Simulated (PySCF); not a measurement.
In(Cl)(SH)2 (ClH2InS2), SMILES [SH][In]([SH])[Cl].

Geometry optimised at B3LYP-D3(BJ)/def2-SVP. The def2 effective core potentials stand for the cores of In; spin–orbit coupling is left out. Other conformers were not sampled.

Level of theory: r2SCAN/def2-TZVP run with PySCF.

Computed frontier levels, gap, dipole moment and polarisability:
```
Item                                                                                                             Result
---------------------------------------------------------------------------------------------  ------------------------
highest occupied level                                                                                         -6.95 eV
lowest empty level                                                                                             -3.07 eV
orbital gap                                                                                                     3.87 eV
dipole moment                                                                                                    2.90 D
quadrupole, principal values (traceless, Buckingham form, about the centre of nuclear charge)     -6.46, 2.40, 4.06 D·Å
mean static polarisability                                                                        91.3 bohr³ (13.53 Å³)
polarisability, principal values                                                               58.6, 100.8, 114.5 bohr³
```
